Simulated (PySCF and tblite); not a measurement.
C6H11F, numbered as in [F:1][CH:2]1[CH2:3][CH2:4][CH2:5][CH2:6][CH2:7]1. Search: ETKDG and KDG, MMFF94s, GFN2-xTB, 90 starts; geometries at PBE0-D3(BJ)/def2-SVP. Weights use PBE0-D3(BJ)/def2-TZVP energies plus GFN2-xTB zero-point and thermal terms (modes under about 100 cm⁻¹ blended into free rotors). Symmetry numbers and mirror images are counted. Conformers within 4 kcal/mol (GFN2-xTB free energy) were kept, 7 at most. GIAO shieldings: PBE0/pcSseg-1. Couplings: B3LYP/pcSseg-1 with pcJ-1 on H, F (gas phase; spin-dipole term only for pairs with B, N, F, Si or P). Shifts are against TMS (¹H), TMS (¹³C), CFCl3 (¹⁹F) at the same level; of two unlike H on one atom, a is the less shielded. Run with PySCF (density fitting) and tblite.

The 6-ring runs over atoms 2–3–4–5–6–7.

Two conformers hold nearly all the population. I: 6-ring chair (F1 axial); δ(H3a/H7a) = 1.11 ppm. II: 6-ring chair (all substituents equatorial); δ(H3a/H7a) = 1.97 ppm. The average over the ensemble at 298.15 K is 1.65 ppm.

(1) What populations and free-energy difference follow from a two-state model?

Answers

(1) p(I) = (1.65 − 1.97)/(1.11 − 1.97) = 0.37, so K = p(II)/p(I) = 1.69 and G(II) − G(I) = −RT ln K = -0.31 kcal/mol. The weights computed directly are 36.9 % and 63.1 %.
